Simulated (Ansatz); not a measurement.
**Isomers**

Structures of CH4ClSn (charge +1), singlet, relaxed at PBE0-D4/def2-TZVP (vibrations not checked; lower isomers may exist, and structures with a doubtful reference or unclear bonds are left out). Computed with Ansatz 0.2.0 (basis: def2-TZVPP); correlated methods freeze the cores. Filled d shells of the heavier atoms are correlated. Core potentials replace the inner electrons of the atoms past krypton. The def2 sets are not built for correlating such inner shells, so the correlated values are less sure here. B3LYP uses VWN-RPA correlation.

**Question.** Rank them by CCSD(T) energy, lowest first, and give each one's height above the lowest. Links in brackets join atoms within 1.22 times the sum of their covalent radii (1.1 for two metals). (Judge from chemistry; the value comes from the calculation.)
A.
CH₄ClSn ([CH2][SnH][ClH]), total charge +1
```
7
angstrom
C -0.6027 0.7063 -0.0396
Sn 1.1419 -0.2119 0.0445
Cl 0.4895 -1.8786 2.0443
H -0.6802 1.5569 -0.7158
H -1.1618 0.8107 0.8883
H 1.4611 -1.6782 2.8715
H 2.0013 -1.3951 -0.7916
```
B.
CH₄ClSn ([CH2]1[Cl][SnH2]1), total charge +1
```
7
angstrom
Cl -0.5135 -1.5201 0.7270
C -0.7778 -0.3104 -0.6122
Sn 0.8234 0.6563 0.3663
H -1.7712 0.1155 -0.5165
H -0.5837 -0.7880 -1.5670
H 0.4411 1.6617 1.6596
H 2.3817 0.1851 -0.0572
```
C.
CH₄ClSn ([CH3][SnH][Cl]), total charge +1
```
7
angstrom
C -0.7416 0.7376 -0.1954
Sn 0.7876 -0.6879 -0.0131
Cl 0.9379 -1.7027 1.9893
H -0.2782 1.7002 -0.4212
H -1.2874 0.7692 0.7459
H -1.3865 0.4369 -1.0235
H 1.9682 -1.2534 -1.0819
```

**Answer.** Computed: C (0.00 kcal/mol), B (36.48 kcal/mol), A (57.49 kcal/mol). Heights count from the lowest.

**Question.** Do PBE-D4, r2SCAN-D4, PBE0-D4, B3LYP-D4, wB97M-V, HF, MP2 give the same order? (A judgement: the text doesn't fix the answer.)

**Answer.** Computed: All do.

No T1 diagnostic of these runs exceeds 0.020. The restricted Hartree–Fock reference is unstable towards an unrestricted one at one or more of these structures. A large double-excitation amplitude points to some diradical character; no triplet was computed.

For scale, one of the runs: CCSD(T)/def2-TZVPP, 179 basis functions, launched by `ansatz run in.yaml --threads 2 --pin off --events-out ev --progress --plain --max-ram 4352MiB`. The run took 70 s on 2 CPU threads of an Arm Neoverse V2 (shared host), with 1.8 GiB of host memory at its peak.
